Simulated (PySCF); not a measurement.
NaOH, optimised at PBE/def2-SVP:

```xyz
3

Na     0.9236     0.5414    -1.1231
O     -0.4188     0.1105     0.2633
H     -0.5049    -0.6519     0.8598
```

Method: PySCF energies plus ideal-gas RRHO corrections (1 bar). 6-31G* has spherical d functions here. All species are closed-shell singlets. B3LYP is the form with VWN-RPA correlation. Warning, point group unlike the PBE0 one: NaOH (B3LYP/6-31G*, PBE/def2-SVP).

List the harmonic frequencies (cm⁻¹, unscaled) at this level and at the other levels, each on its own geometry.


- PBE/def2-SVP: 304, 568, 3763
- B3LYP/6-31G*: 290, 566, 3787
- HF/6-31G*: 253, 254, 616, 4169
- PBE0/def2-TZVP: 177, 178, 579, 4000
